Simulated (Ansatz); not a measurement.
```yaml
crystal:
  periodic: [false, false, false]
  atoms:
    - {symbol: N, position_ang: [-0.741128, 1.296874, 0.623211]}
    - {symbol: Ta, position_ang: [-0.318827, 0.112043, -0.500155]}
    - {symbol: N, position_ang: [0.864026, -0.991783, 0.459572]}
    - {symbol: F, position_ang: [-1.768729, -0.836850, -1.027217]}
    - {symbol: Cl, position_ang: [0.705235, 1.014861, -2.259789]}
    - {symbol: H, position_ang: [-1.070224, 2.003787, 1.193303]}
    - {symbol: H, position_ang: [1.146743, -0.865608, 1.376011]}
    - {symbol: H, position_ang: [1.271416, -1.788236, 0.081496]}
basis:
  gaussian: {orbitals: x2c-TZVPPall}
total_charge: 3
magnetization: {spin_polarized: true, initial_magnetization: 1}
hamiltonian: {xc: {name: RPBE}, dispersion: d4}
```

```sh
$ ansatz run in.yaml --threads 4 --pin off --events-out ev --progress --plain --max-ram 10444MiB
```

It prints (some lines left out):

```
Functional definition: RPBE
1762 factors; their error is unknown
mean field evaluation 1: about -442882.1499 eV, gradient 1.5e2 eV
mean field evaluation 2: about -441031.1001 eV, gradient 5.4e2 eV
mean field evaluation 4: about -442943.1766 eV, gradient 8.6e1 eV
mean field evaluation 8: about -442967.0979 eV, gradient 4.1e1 eV
mean field evaluation 16: about -442979.3389 eV, gradient 2.2e0 eV
mean field evaluation 32: about -442979.3652 eV, gradient 1.4e-3 eV
mean field -442979.36520001 eV, -16279.1914089022 hartree, gradient 1.1e-5 eV, S^2 1.768617; 12 other end points of the search recorded, 0 dependent functions left out
reference -442979.36525179 eV, -16279.1914108051 hartree; 57, 56 occupied and 217, 218 virtual orbitals, 1762 factors
Total energy: -442979.82238785 eV, -16279.2082102456 hartree
Relativity: scalar
```

(1) Something in this input is off. What?

## Answers

(1) The charge is far from anything that the molecule holds. Self-consistency was reached. The result belongs to that input, not to the molecule as meant.
